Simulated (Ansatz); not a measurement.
`[F][SnH2][F]` + H₂S → `[F][SnH2][SH]` + H–F at 500 K and 1 bar (ligand exchange at the Sn–F bond).

Isolated molecules relaxed with PBE0-D4/def2-TZVP in Ansatz; ΔE leaves out vibrations. CCSD(T)/CBS adds triple-zeta CCSD(T) − MP2 to the extrapolated MP2 energy (def2 sets, frozen cores). This one scheme is used for every species. Elements past krypton have def2 core potentials. For Sn outer-core shells are correlated without core-valence functions, which leaves a few kJ/mol of doubt a bond. Each species was taken in one conformer, which may not be the lowest.

| species | CCSD(T)/CBS energy (Eh) | H − E (kJ/mol) | S (J/(mol·K)) |
| --- | --- | --- | --- |
| `[F][SnH2][F]` | -414.86106 | 75.7 | 331.1 |
| H₂S | -398.97279 | 57.0 | 224.0 |
| `[F][SnH2][SH]` | -713.44162 | 100.7 | 369.2 |
| H–F | -100.39570 | 39.4 | 188.7 |

H − E and S are ideal-gas, rigid-rotor, harmonic terms from PBE0-D4/def2-TZVP, for one conformer and one mirror image of each species. 1 Eh = 2625.50 kJ/mol, R = 8.31446 J/(mol·K).

Problem. By hand: ΔE, ΔH, ΔS and ΔG.

Solution. ΔE = (-713.44162) + (-100.39570) − (-414.86106) − (-398.97279) = -0.00347 Eh = -9.1 kJ/mol. Δ(H − E) = 100.7 + 39.4 − 75.7 − 57.0 = 7.4, so ΔH = -1.7 kJ/mol. ΔS = 369.2 + 188.7 − 331.1 − 224.0 = 2.8 J/(mol·K). ΔG = -1.7 − 500 × (2.8)/1000 = -3.1 kJ/mol.

Problem. By hand: the equilibrium constant, and the temperature at which ΔG would vanish if ΔH and ΔS stayed fixed.

Solution. log₁₀ K = −ΔG/(RT ln 10) = 0.3. ΔH and −TΔS have one sign here, so there is no such temperature. One of them is within its doubt of zero, so this could turn.

TΔS isn't small against ΔH here. The sign of ΔG lies within the doubt. A doubt of 5 kJ/mol in ΔE shifts log₁₀ K by 0.5 here. Other conformers and mirror images would add mixing entropy, several J/(mol·K) or more a flexible species. These are equilibria of isolated gas molecules and say nothing of rates. Largest T1 diagnostic: 0.014 (customary marks: 0.02 for closed shells, 0.045 for open ones).
